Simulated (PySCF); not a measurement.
C3H7BF2O, SMILES CO[C@H](C)B(F)F. Coordinates come from a B3LYP-D3(BJ)/def2-SVP optimisation. The structure was generated by enumeration; whether it is a known compound was not checked. One conformer was computed; it need not be the lowest.

Give the equilibrium geometry at B3LYP-D3(BJ)/def2-SVP (PySCF confirms it by a frequency run) as a Z-matrix. (The exact figures need the calculation; the answer reports its results.)

Several could match; the one computed here: 
```
C
O 1 1.4139
C 2 1.4027 1 115.40
H 3 1.0997 2 107.51 1 -174.01
H 3 1.1071 4 108.13 2 122.30
H 3 1.1096 4 108.48 5 116.74
H 1 1.1161 2 109.74 3 48.88
C 1 1.5383 7 107.59 2 123.97
H 8 1.1005 1 111.79 7 -57.91
H 8 1.1005 9 107.67 1 -121.50
H 8 1.1016 9 107.92 10 -116.92
B 1 1.5768 7 105.80 2 -117.04
F 12 1.3166 1 123.53 7 117.10
F 12 1.3265 13 116.94 1 179.67
```
Charge 0, spin multiplicity 1.
